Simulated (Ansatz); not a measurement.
Ansatz (a program for electronic structure) input (B3LYP-D3(BJ)/def2-TZVP):

Ansatz 0.2 input:
```yaml
crystal:
  periodic: [false, false, false]
  atoms:
    - {symbol: C, position_ang: [2.59631236, 0.62596370, -0.25360935]}
    - {symbol: C, position_ang: [1.31592218, -0.04889363, 0.23481991]}
    - {symbol: C, position_ang: [0.03883974, 0.55295131, -0.34619327]}
    - {symbol: C, position_ang: [-1.20696771, -0.28533131, 0.02168604]}
    - {symbol: O, position_ang: [-1.15577481, -1.50751758, -0.31884685]}
    - {symbol: C, position_ang: [-2.22641624, 0.37580949, 0.67528986]}
    - {symbol: H, position_ang: [2.60869363, 1.69073342, 0.00238013]}
    - {symbol: H, position_ang: [2.68265443, 0.55416888, -1.34244021]}
    - {symbol: H, position_ang: [3.49294779, 0.17067522, 0.18131672]}
    - {symbol: H, position_ang: [1.31941784, -1.11028341, -0.02393423]}
    - {symbol: H, position_ang: [1.26565152, 0.00573415, 1.32848146]}
    - {symbol: H, position_ang: [0.12396770, 0.55548372, -1.44166776]}
    - {symbol: H, position_ang: [-0.07067303, 1.59374512, -0.02062665]}
    - {symbol: H, position_ang: [-2.15324412, 1.43019421, 0.91384166]}
    - {symbol: H, position_ang: [-3.12935932, -0.15330794, 0.96146451]}
basis:
  gaussian:
    orbitals: def2-TZVP
hamiltonian:
  xc: b3lyp
  dispersion: d3bj
total_charge: -1
phonons: {temperatures: {t_min: 298.15, t_max: 298.15, t_step: 100}}
```

Output:

```
Functional definition: B3LYP
integrals: 0.17 GiB planned
1447 factors; their error is unknown
0.34 GiB of the device are held for the grids
1.29 GiB of device memory are held for the factors and their scratch space
mean field: 1.30 GiB planned
mean field evaluation 1: about -7372.0685 eV, gradient 6.7e1 eV
mean field evaluation 2: about -7362.1651 eV, gradient 8.9e1 eV
mean field evaluation 4: about -7382.1390 eV, gradient 9.3e0 eV
mean field evaluation 8: about -7382.3076 eV, gradient 1.7e-1 eV
mean field evaluation 16: about -7382.2840 eV, gradient 8.6e-3 eV
mean field -7382.28395642 eV, -271.2939315068 hartree, gradient 9.7e-6 eV, S^2 0.000000; 0 other end points of the search recorded, 0 dependent functions left out
the calculation of the forces begins
reference -7382.28426563 eV, -271.2939428700 hartree; 24, 24 occupied and 216, 216 virtual orbitals, 1447 factors
these checks for a lower state are left out or cut short: stability, starts, cluster_reference, orbital_swaps, neighbouring_geometries, increment
integrals: 0.17 GiB planned
1447 factors; their error is unknown
0.34 GiB of the device are held for the grids
1.29 GiB of device memory are held for the factors and their scratch space
mean field: 1.29 GiB planned
mean field -7382.28386479 eV, -271.2939281395 hartree, gradient 2.5e-6 eV, S^2 0.000000; 0 other end points of the search recorded, 0 dependent functions left out
the calculation of the forces begins
reference -7382.28417397 eV, -271.2939395013 hartree; 24, 24 occupied and 216, 216 virtual orbitals, 1447 factors
these checks for a lower state are left out or cut short: stability, starts, cluster_reference, orbital_swaps, neighbouring_geometries, increment
integrals: 0.17 GiB planned
1447 factors; their error is unknown
0.34 GiB of the device are held for the grids
1.29 GiB of device memory are held for the factors and their scratch space
mean field: 1.30 GiB planned
mean field evaluation 32: about -7382.2838 eV, gradient 4.4e-4 eV
mean field -7382.28375501 eV, -271.2939241050 hartree, gradient 2.5e-6 eV, S^2 0.000000; 0 other end points of the search recorded, 0 dependent functions left out
the calculation of the forces begins
reference -7382.28406425 eV, -271.2939354694 hartree; 24, 24 occupied and 216, 216 virtual orbitals, 1447 factors
these checks for a lower state are left out or cut short: stability, starts, cluster_reference, orbital_swaps, neighbouring_geometries, increment
integrals: 0.17 GiB planned
1447 factors; their error is unknown
0.34 GiB of the device are held for the grids
1.29 GiB of device memory are held for the factors and their scratch space
mean field: 1.30 GiB planned
mean field -7382.28380445 eV, -271.2939259219 hartree, gradient 2.5e-6 eV, S^2 0.000000; 0 other end points of the search recorded, 0 dependent functions left out
the calculation of the forces begins
reference -7382.28411364 eV, -271.2939372843 hartree; 24, 24 occupied and 216, 216 virtual orbitals, 1447 factors
these checks for a lower state are left out or cut short: stability, starts, cluster_reference, orbital_swaps, neighbouring_geometries, increment
integrals: 0.17 GiB planned
1447 factors; their error is unknown
0.34 GiB of the device are held for the grids
1.29 GiB of device memory are held for the factors and their scratch space
mean field: 1.29 GiB planned
mean field -7382.28378780 eV, -271.2939253098 hartree, gradient 2.5e-6 eV, S^2 0.000000; 0 other end points of the search recorded, 0 dependent functions left out
[...]
mean field -7382.28396927 eV, -271.2939319788 hartree, gradient 2.5e-6 eV, S^2 0.000000; 0 other end points of the search recorded, 0 dependent functions left out
the calculation of the forces begins
reference -7382.28427852 eV, -271.2939433434 hartree; 24, 24 occupied and 216, 216 virtual orbitals, 1447 factors
these checks for a lower state are left out or cut short: stability, starts, cluster_reference, orbital_swaps, neighbouring_geometries, increment
integrals: 0.17 GiB planned
1447 factors; their error is unknown
0.34 GiB of the device are held for the grids
1.29 GiB of device memory are held for the factors and their scratch space
mean field: 1.30 GiB planned
mean field -7382.28387231 eV, -271.2939284157 hartree, gradient 2.5e-6 eV, S^2 0.000000; 0 other end points of the search recorded, 0 dependent functions left out
the calculation of the forces begins
reference -7382.28418154 eV, -271.2939397798 hartree; 24, 24 occupied and 216, 216 virtual orbitals, 1447 factors
these checks for a lower state are left out or cut short: stability, starts, cluster_reference, orbital_swaps, neighbouring_geometries, increment
integrals: 0.17 GiB planned
1447 factors; their error is unknown
0.34 GiB of the device are held for the grids
1.29 GiB of device memory are held for the factors and their scratch space
mean field: 1.30 GiB planned
mean field -7382.28383817 eV, -271.2939271610 hartree, gradient 2.4e-6 eV, S^2 0.000000; 0 other end points of the search recorded, 0 dependent functions left out
the calculation of the forces begins
reference -7382.28414735 eV, -271.2939385233 hartree; 24, 24 occupied and 216, 216 virtual orbitals, 1447 factors
these checks for a lower state are left out or cut short: stability, starts, cluster_reference, orbital_swaps, neighbouring_geometries, increment
integrals: 0.17 GiB planned
1447 factors; their error is unknown
0.34 GiB of the device are held for the grids
1.29 GiB of device memory are held for the factors and their scratch space
mean field: 1.30 GiB planned
mean field -7382.28395931 eV, -271.2939316127 hartree, gradient 2.4e-6 eV, S^2 0.000000; 0 other end points of the search recorded, 0 dependent functions left out
the calculation of the forces begins
reference -7382.28426853 eV, -271.2939429766 hartree; 24, 24 occupied and 216, 216 virtual orbitals, 1447 factors
these checks for a lower state are left out or cut short: stability, starts, cluster_reference, orbital_swaps, neighbouring_geometries, increment
integrals: 0.17 GiB planned
1447 factors; their error is unknown
0.34 GiB of the device are held for the grids
1.29 GiB of device memory are held for the factors and their scratch space
mean field: 1.30 GiB planned
mean field evaluation 608: about -7382.2839 eV, gradient 1.2e-6 eV
mean field -7382.28393277 eV, -271.2939306376 hartree, gradient 2.5e-6 eV, S^2 0.000000; 0 other end points of the search recorded, 0 dependent functions left out
the calculation of the forces begins
reference -7382.28424196 eV, -271.2939420001 hartree; 24, 24 occupied and 216, 216 virtual orbitals, 1447 factors
these checks for a lower state are left out or cut short: stability, starts, cluster_reference, orbital_swaps, neighbouring_geometries, increment
integrals: 0.17 GiB planned
1447 factors; their error is unknown
0.34 GiB of the device are held for the grids
1.29 GiB of device memory are held for the factors and their scratch space
mean field: 1.30 GiB planned
mean field -7382.28385554 eV, -271.2939277993 hartree, gradient 2.5e-6 eV, S^2 0.000000; 0 other end points of the search recorded, 0 dependent functions left out
the calculation of the forces begins
reference -7382.28416474 eV, -271.2939391623 hartree; 24, 24 occupied and 216, 216 virtual orbitals, 1447 factors
these checks for a lower state are left out or cut short: stability, starts, cluster_reference, orbital_swaps, neighbouring_geometries, increment
integrals: 0.17 GiB planned
1447 factors; their error is unknown
0.34 GiB of the device are held for the grids
1.29 GiB of device memory are held for the factors and their scratch space
mean field: 1.30 GiB planned
mean field -7382.28390486 eV, -271.2939296118 hartree, gradient 2.4e-6 eV, S^2 0.000000; 0 other end points of the search recorded, 0 dependent functions left out
the calculation of the forces begins
reference -7382.28421407 eV, -271.2939409751 hartree; 24, 24 occupied and 216, 216 virtual orbitals, 1447 factors
these checks for a lower state are left out or cut short: stability, starts, cluster_reference, orbital_swaps, neighbouring_geometries, increment
integrals: 0.17 GiB planned
1447 factors; their error is unknown
0.34 GiB of the device are held for the grids
1.29 GiB of device memory are held for the factors and their scratch space
mean field: 1.30 GiB planned
mean field -7382.28392158 eV, -271.2939302263 hartree, gradient 2.4e-6 eV, S^2 0.000000; 0 other end points of the search recorded, 0 dependent functions left out
the calculation of the forces begins
reference -7382.28423079 eV, -271.2939415894 hartree; 24, 24 occupied and 216, 216 virtual orbitals, 1447 factors
these checks for a lower state are left out or cut short: stability, starts, cluster_reference, orbital_swaps, neighbouring_geometries, increment
integrals: 0.17 GiB planned
1447 factors; their error is unknown
0.34 GiB of the device are held for the grids
1.29 GiB of device memory are held for the factors and their scratch space
mean field: 1.30 GiB planned
mean field -7382.28392013 eV, -271.2939301730 hartree, gradient 2.5e-6 eV, S^2 0.000000; 0 other end points of the search recorded, 0 dependent functions left out
the calculation of the forces begins
reference -7382.28422934 eV, -271.2939415362 hartree; 24, 24 occupied and 216, 216 virtual orbitals, 1447 factors
these checks for a lower state are left out or cut short: stability, starts, cluster_reference, orbital_swaps, neighbouring_geometries, increment
integrals: 0.17 GiB planned
1447 factors; their error is unknown
0.34 GiB of the device are held for the grids
1.29 GiB of device memory are held for the factors and their scratch space
mean field: 1.30 GiB planned
mean field evaluation 640: about -7382.2834 eV, gradient 6.2e-1 eV
mean field -7382.28395417 eV, -271.2939314239 hartree, gradient 2.5e-6 eV, S^2 0.000000; 0 other end points of the search recorded, 0 dependent functions left out
the calculation of the forces begins
reference -7382.28426337 eV, -271.2939427870 hartree; 24, 24 occupied and 216, 216 virtual orbitals, 1447 factors
these checks for a lower state are left out or cut short: stability, starts, cluster_reference, orbital_swaps, neighbouring_geometries, increment
integrals: 0.17 GiB planned
1447 factors; their error is unknown
0.34 GiB of the device are held for the grids
1.29 GiB of device memory are held for the factors and their scratch space
mean field: 1.30 GiB planned
mean field -7382.28393309 eV, -271.2939306493 hartree, gradient 2.5e-6 eV, S^2 0.000000; 0 other end points of the search recorded, 0 dependent functions left out
the calculation of the forces begins
reference -7382.28424230 eV, -271.2939420126 hartree; 24, 24 occupied and 216, 216 virtual orbitals, 1447 factors
Total energy: -7382.79322059 eV, -271.3126466199 hartree
Atom 0 at     2.596312     0.625964    -0.253609 Å, force    -0.000424     0.000216    -0.000237 eV/Å
Atom 1 at     1.315922    -0.048894     0.234820 Å, force     0.000018    -0.000459     0.000338 eV/Å
Atom 2 at     0.038840     0.552951    -0.346193 Å, force     0.000484     0.000432    -0.000197 eV/Å
Atom 3 at    -1.206968    -0.285331     0.021686 Å, force    -0.000046    -0.000257     0.000070 eV/Å
Atom 4 at    -1.155775    -1.507518    -0.318847 Å, force     0.000114     0.000149    -0.000024 eV/Å
Atom 5 at    -2.226416     0.375809     0.675290 Å, force     0.000252     0.000033    -0.000119 eV/Å
Atom 6 at     2.608694     1.690733     0.002380 Å, force     0.000102     0.000060     0.000003 eV/Å
Atom 7 at     2.682654     0.554169    -1.342440 Å, force     0.000073     0.000043    -0.000058 eV/Å
Atom 8 at     3.492948     0.170675     0.181317 Å, force    -0.000172    -0.000080     0.000042 eV/Å
Atom 9 at     1.319418    -1.110283    -0.023934 Å, force     0.000040    -0.000114     0.000042 eV/Å
Atom 10 at     1.265652     0.005734     1.328481 Å, force    -0.000009    -0.000046     0.000063 eV/Å
Atom 11 at     0.123968     0.555484    -1.441668 Å, force    -0.000080    -0.000021    -0.000011 eV/Å
Atom 12 at    -0.070673     1.593745    -0.020627 Å, force    -0.000091     0.000019    -0.000030 eV/Å
Atom 13 at    -2.153244     1.430194     0.913842 Å, force    -0.000133    -0.000026     0.000014 eV/Å
Atom 14 at    -3.129359    -0.153308     0.961465 Å, force    -0.000129     0.000051     0.000104 eV/Å
Dipole moment:     1.226980     0.609399    -0.051147 e Å
Vibrations: 80.47 94.52 195.06 248.30 331.71 425.80 523.77 534.57 627.39 726.06 753.58 826.67 878.77 904.89 1021.55 1044.06 1091.64 1110.95 1238.42 1262.34 1296.72 1318.77 1351.31 1392.58 1453.29 1463.72 1491.58 1491.90 1506.07 1602.44 2967.56 2993.11 2998.60 3013.96 3035.46 3047.92 3070.79 3107.68 3184.56 cm⁻¹, zero-point energy 3.453488 eV
```

It need not be the lowest isomer of its formula. Whether it binds its extra electron was not tested at this geometry.
